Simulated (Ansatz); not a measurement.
Ansatz (an electronic-structure program) input (B3LYP-D3(BJ)/def2-TZVP):

Ansatz 0.2 input:
```yaml
crystal:
  periodic: [false, false, false]
  atoms:
    - {symbol: Na, position_ang: [-0.49895965, -0.37594797, -0.62221320]}
    - {symbol: F, position_ang: [0.49967305, 0.37135557, 0.61505155]}
basis:
  gaussian:
    orbitals: def2-TZVP
hamiltonian:
  xc: b3lyp
  dispersion: d3bj
total_charge: -1
magnetization: {spin_polarized: true, initial_magnetization: 1}
relax: {f_tol: 0.002, max_steps: 150}
```

End of the output:

```
the calculation of the forces begins
reference -7136.33999944 eV, -262.2556577945 hartree; 11, 10 occupied and 52, 53 virtual orbitals, 433 factors
relax step   4: F+E_penalty+E_count = -7136.35434222 eV  Δ(F+E_penalty+E_count) = -1.613e-2 eV  max|allowed force component| = 3.748e-2 eV/Å  Δτ_max = 0.0352 Å  (25 SCF iters, accepted)
these checks for a lower state are left out or cut short: starts, cluster_reference, orbital_swaps, neighbouring_geometries, increment
integrals: 0.01 GiB planned
433 factors; their error is unknown
mean field: 0.17 GiB planned
mean field -7136.34002885 eV, -262.2556588753 hartree, gradient 1.6e-5 eV, S^2 0.750073; 0 other end points of the search recorded, 0 dependent functions left out
the calculation of the forces begins
reference -7136.34019199 eV, -262.2556648706 hartree; 11, 10 occupied and 52, 53 virtual orbitals, 433 factors
relax step   5: F+E_penalty+E_count = -7136.35453867 eV  Δ(F+E_penalty+E_count) = -1.965e-4 eV  max|allowed force component| = 2.081e-3 eV/Å  Δτ_max = 0.0039 Å  (22 SCF iters, accepted)
these checks for a lower state are left out or cut short: starts, cluster_reference, orbital_swaps, neighbouring_geometries, increment
integrals: 0.01 GiB planned
433 factors; their error is unknown
mean field: 0.17 GiB planned
mean field -7136.34002963 eV, -262.2556589039 hartree, gradient 6.9e-6 eV, S^2 0.750073; 0 other end points of the search recorded, 0 dependent functions left out
the calculation of the forces begins
reference -7136.34019278 eV, -262.2556648997 hartree; 11, 10 occupied and 52, 53 virtual orbitals, 433 factors
relax step   6: F+E_penalty+E_count = -7136.35453926 eV  Δ(F+E_penalty+E_count) = -5.919e-7 eV  max|allowed force component| = 1.856e-6 eV/Å  Δτ_max = 0.0002 Å  (18 SCF iters, accepted)
integrals: 0.01 GiB planned
433 factors; their error is unknown
mean field: 0.17 GiB planned
mean field evaluation 64: about -7136.3400 eV, gradient 1.2e-3 eV
mean field -7136.34002963 eV, -262.2556589039 hartree, gradient 6.9e-6 eV, S^2 0.750073; 1 other end points of the search recorded, 0 dependent functions left out
the calculation of the forces begins
reference -7136.34019278 eV, -262.2556648997 hartree; 11, 10 occupied and 52, 53 virtual orbitals, 433 factors
Total energy: -7136.35470241 eV, -262.2561981187 hartree
Atom 0 at    -0.570230    -0.429282    -0.710514 Å, force     0.000001     0.000001     0.000002 eV/Å
Atom 1 at     0.570943     0.424689     0.703353 Å, force    -0.000001    -0.000001    -0.000002 eV/Å
Dipole moment:     0.278546     0.208443     0.345107 e Å
```
